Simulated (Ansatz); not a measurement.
Species: C5H4, SMILES `C#CC=C=C` (charge 0, multiplicity 1).

Task: Give a relaxed geometry from PBE0-D3(BJ)/def2-TZVP (Ansatz, an electronic-structure program).

Result: the end point of this relaxation (outside a Z-matrix the atoms follow the SMILES, hydrogens last).
Cartesian coordinates (Å) in one orientation:
```xyz
9

C      2.541     0.419     0.385
C      1.501    -0.026    -0.022
C      0.298    -0.580    -0.529
C     -0.897    -0.183    -0.168
C     -2.085     0.199     0.179
H      3.456     0.819     0.752
H      0.385    -1.381    -1.260
H     -2.599     0.992    -0.356
H     -2.600    -0.259     1.018
```
